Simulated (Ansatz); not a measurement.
`O[Si]([SiH3])(Cl)Br` + CH₃OH → `CO[SiH3]` + `O[SiH](Cl)Br` at 700 K and 1 bar (cleavage of the Si–Si bond).

Isolated molecules relaxed with PBE0-D4/def2-TZVP in Ansatz; ΔE leaves out vibrations. CCSD(T)/CBS is the MP2 limit (def2-TZVPP, def2-QZVPP) plus CCSD(T) − MP2 in def2-TZVPP, frozen cores. This one scheme is used for every species. For Br outer-core shells are correlated without core-valence functions, which leaves a few kJ/mol of doubt a bond. Scalar relativity is left out up to krypton. Each species was taken in one conformer, which may not be the lowest.

```json
{"species": "`O[Si]([SiH3])(Cl)Br`", "CCSD(T)/CBS energy (Eh)": "-3688.98681", "H − E (kJ/mol)": "197.3", "S (J/(mol·K))": "520.6"}
{"species": "CH₃OH", "CCSD(T)/CBS energy (Eh)": "-115.61712", "H − E (kJ/mol)": "170.8", "S (J/(mol·K))": "288.5"}
{"species": "`CO[SiH3]`", "CCSD(T)/CBS energy (Eh)": "-405.93001", "H − E (kJ/mol)": "235.1", "S (J/(mol·K))": "385.6"}
{"species": "`O[SiH](Cl)Br`", "CCSD(T)/CBS energy (Eh)": "-3398.70645", "H − E (kJ/mol)": "126.1", "S (J/(mol·K))": "415.8"}
```

H − E and S are ideal-gas, rigid-rotor, harmonic terms from PBE0-D4/def2-TZVP, for one conformer and one mirror image of each species. 1 Eh = 2625.50 kJ/mol, R = 8.31446 J/(mol·K).

Q: By hand: ΔE, ΔH, ΔS and ΔG.

A: ΔE = (-405.93001) + (-3398.70645) − (-3688.98681) − (-115.61712) = -0.03253 Eh = -85.4 kJ/mol. Δ(H − E) = 235.1 + 126.1 − 197.3 − 170.8 = -6.9, so ΔH = -92.3 kJ/mol. ΔS = 385.6 + 415.8 − 520.6 − 288.5 = -7.7 J/(mol·K). ΔG = -92.3 − 700 × (-7.7)/1000 = -86.9 kJ/mol.

Q: By hand: the equilibrium constant, and the temperature at which ΔG would vanish if ΔH and ΔS stayed fixed.

A: log₁₀ K = −ΔG/(RT ln 10) = 6.5. ΔG = 0 at ΔH/ΔS = 11987 K, far beyond where these terms or the molecules hold.

The number of gas molecules stays the same, so ΔS is small and ΔH decides. A doubt of 5 kJ/mol in ΔE shifts log₁₀ K by 0.4 here. Other conformers and mirror images would add mixing entropy, several J/(mol·K) or more a flexible species. These are equilibria of isolated gas molecules and say nothing of rates. Largest T1 diagnostic: 0.011 (customary marks: 0.02 for closed shells, 0.045 for open ones).
